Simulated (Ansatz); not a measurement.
CH$_{7}$FGeOSi, SMILES `CO[SiH](F)[GeH3]` from Hartree–Fock to CCSD(T)

Z-matrix (Å, degrees):
```
C
O 1 1.414
H 1 1.096 2 111.5
H 1 1.091 2 108.3 3 119.5
H 1 1.093 2 110.6 3 -121.2
Si 2 1.628 1 124.9 3 38.8
Ge 6 2.373 2 107.0 1 -171.8
F 6 1.604 2 110.4 1 69.2
H 6 1.489 2 109.7 1 -46.1
H 7 1.537 6 110.3 2 -177.5
H 7 1.536 6 110.6 2 -57.1
H 7 1.537 6 109.9 2 63.1
```

Charge 0, multiplicity 1. Correlated methods include outer-core shells of Ge, which these sets cover unevenly. Scalar relativity is left out up to krypton. The geometry is a stationary point of PBE0-D4/def2-TZVP. It is one conformer, not always the lowest. Frozen core, restricted reference, the Gaussian-basis code of Ansatz.

| basis | HF (Eh) | MP2 corr. | CCSD corr. | (T) | CCSD(T) total |
| --- | --- | --- | --- | --- | --- |
| def2-SVP | -2580.10949 | -0.83974 | -0.88374 | -0.02059 | -2581.01382 |
| def2-TZVPP | -2580.75561 | -1.04252 | -1.08181 | -0.03640 | -2581.87382 |
| def2-QZVPP | -2580.81788 | -1.37109 | – | – | – |
